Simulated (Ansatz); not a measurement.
Wavefunction ladder for CH5F2NSn, SMILES `[CH3][Sn]([NH2])([F])[F]`

Cartesian coordinates in Å:
```
C -1.019 1.012 0.982
Sn 0.231 0.105 -0.450
N 0.832 -1.794 -0.254
F -0.638 0.175 -2.158
F 1.808 1.187 -0.624
H -0.525 0.998 1.952
H -1.958 0.463 1.036
H -1.205 2.039 0.674
H 0.650 -2.323 -1.100
H 1.824 -1.862 -0.057
```

Charge 0, multiplicity 1. Correlated methods include outer-core shells of Sn, which these sets cover unevenly. Sn takes the def2 core potential. Geometry: relaxed with PBE0-D4/def2-TZVP. It is one conformer, not always the lowest. Frozen core, restricted reference, the Gaussian-basis code of Ansatz.

```json
{"basis": "def2-SVP", "HF (Eh)": "-507.27963", "MP2 corr.": "-0.80399"}
{"basis": "def2-TZVPP", "HF (Eh)": "-507.67215", "MP2 corr.": "-1.22133"}
{"basis": "def2-QZVPP", "HF (Eh)": "-507.69003", "MP2 corr.": "-1.51194"}
```

(1) Estimate the CCSD correlation energy and the (T) correction in each basis where they were run (hartree).

## Answers

(1) 
| basis | CCSD corr. | (T) |
| --- | --- | --- |
| def2-SVP | -0.83568 | -0.01822 |
| def2-TZVPP | -1.23153 | -0.04049 |
